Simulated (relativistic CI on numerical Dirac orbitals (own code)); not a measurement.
## Sensitivity of the levels of Er XLV to α and to the nuclear radius

Calculated at this level of theory: Dirac-Coulomb-Breit CI, orbitals from a KLI potential per configuration, derivatives by finite differences, unscaled Slater integrals, QED left out (own radial code, finite nucleus).

Configuration list (outside the closed core [Ne]): 3s2 3p6 3d6, 3s2 3p5 3d7, 3s2 3p4 3d8, 3s 3p6 3d7, 3p6 3d8, 3s 3p5 3d8, 3s2 3p6 3d5 4s, 3s2 3p6 3d5 4p. Levels of other configurations are missing.

With x = (α/α₀)² − 1 an excitation energy changes as ω = ω₀ + qx; K = 2q/ω₀ is the relative enhancement. Terms are leading LS components, so labels can repeat. The field-shift factor is F = δν/δ⟨r²⟩ for the transition from the lowest level.

Lowest level 3s2 3p6 3d6 3F_4.

```
           Level  ω₀ (cm⁻¹)  q (cm⁻¹)      K  F (GHz/fm²)
3s2 3p6 3d6 3P_2      53948      7124  0.264       -0.313
3s2 3p6 3d6 3P_0     170824     52790  0.618         1.29
3s2 3p6 3d6 5D_3     320669    381100   2.38         6.81
3s2 3p6 3d6 5D_4     338777    355200    2.1         6.63
3s2 3p6 3d6 5D_1     354033    386000   2.18         6.83
3s2 3p6 3d6 3G_5     398245    355100   1.78         6.86
3s2 3p6 3d6 3H_6     399175    351900   1.76         6.98
3s2 3p6 3d6 3F_2     443162    367700   1.66         6.34
3s2 3p6 3d6 3D_3     453492    371600   1.64         6.98
3s2 3p6 3d6 3P_0     529225    347000   1.31         6.52
3s2 3p6 3d6 3D_2     549057    409600   1.49         7.88
3s2 3p6 3d6 1G_4     549956    388100   1.41         7.77
3s2 3p6 3d6 3P_1     555137    392600   1.41         7.46
3s2 3p6 3d6 3F_3     575053    368600   1.28         7.31
3s2 3p6 3d6 5D_2     686978    739700   2.15           13
3s2 3p6 3d6 5D_0     709917    736800   2.08         13.6
3s2 3p6 3d6 3H_4     735789    732100   1.99         13.4
3s2 3p6 3d6 3D_3     762584    724600    1.9         13.2
3s2 3p6 3d6 3H_5     767246    733500   1.91         13.8
3s2 3p6 3d6 1I_6     794752    724200   1.82           14
3s2 3p6 3d6 3G_3     812909    746000   1.84         13.8
3s2 3p6 3d6 3P_1     838643    719400   1.72         13.1
3s2 3p6 3d6 1G_4     853306    718600   1.68         13.6
```

At this charge energies of transitions that change n are usually good to better than 1 %, and those within a shell (Δn = 0) to a few per cent.
